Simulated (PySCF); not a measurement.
Input file for PySCF: R-HF/STO-3G on C2H6Sn (SMILES [CH3][Sn][CH3]), a point of a bond scan (R = 2.953 Å).

```python
from pyscf import gto, scf, dft, mp
from pyscf.data.elements import chemcore

mol = gto.M(
    atom='''
    Sn    0.11049966   -0.05642200    0.41150884
    C     0.48886593    1.54481729   -1.06852756
    H    -2.09412541    2.60576026   -2.02938625
    H     1.00714018    1.11945612   -1.93265368
    H     1.08249157    2.36337787   -0.66374796
    C    -1.05454507   -1.25597708   -1.03810297
    H    -0.42606318   -1.48134684   -1.90440157
    H    -1.90100089   -0.66304383   -1.39614904
    H    -1.42567856   -2.18814390   -0.61430550
    ''',
    basis='sto-3g',
    charge=0, spin=0, verbose=3, max_memory=1800)
mf = scf.RHF(mol)
mf.conv_tol = 1e-8
mf.max_cycle = 100
mf.kernel()
if not mf.converged:
    mf = mf.newton().run(mf.mo_coeff, mf.mo_occ)
```

### Question
What total energy does the run end on?

### Answer
-6041.1839 hartree.
